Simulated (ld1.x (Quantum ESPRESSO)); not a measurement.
## Transferability test, TM potential for tellurium

| Item | Value |
| --- | --- |
| Element | Te (Z = 52) |
| Generator | ld1.x (Quantum ESPRESSO) 7.5 |
| Type | norm-conserving Troullier–Martins (Kleinman–Bylander form) |
| Functional | PBE |
| Relativity | non-relativistic |
| Frozen core | [Kr] |
| Valence charge | 16 |
| Reference configuration | 4d10 5s2 5p2 (charge +2) |
| Partial waves | 5s (bound): rc 1.42 bohr; 5p (bound): rc 1.96 bohr; 4d (bound): rc 1.10 bohr |
| Local potential | the d channel |
| Core correction | none |

Energies are relative to the spin-unpolarised reference configuration 4d10 5s2 5p2; without spin polarisation the order of configurations can differ from experiment.

Give the all-electron excitation energy and the error of the potential for: 4d10 5s2 5p4; 4d10 5s2 5p3; 4d10 5s2 5p1; 4d10 5s2 5p3.5; 4d10 5s1 5p5; 4d9 5s2 5p5; 4d10 5s0 5p6.

| valence configuration | charge | ΔE all-electron (eV) | error AE − PS (meV) |
| --- | --- | --- | --- |
| 4d10 5s2 5p4 | 0 | -27.683 | +9.1 |
| 4d10 5s2 5p3 | +1 | -17.908 | +3.4 |
| 4d10 5s2 5p1 | +3 | 26.798 | +7.0 |
| 4d10 5s2 5p3.5 | +0.5 | -23.757 | +6.3 |
| 4d10 5s1 5p5 | 0 | -19.672 | -12 |
| 4d9 5s2 5p5 | 0 | 12.683 | -479 |
| 4d10 5s0 5p6 | 0 | -11.524 | -55 |

Levels in the configuration 4d10 5s2 5p4:

| level | all-electron (eV) | pseudo (eV) |
| --- | --- | --- |
| 4d | -43.714 | -43.884 |
| 5s | -13.957 | -13.975 |
| 5p | -6.018 | -6.024 |

Note: ghost states, extra bound levels that the all-electron valence spectrum of the same l lacks: s at -178.7 eV, p at -107.4 eV. A true bound ghost makes a file unfit for plane-wave use.
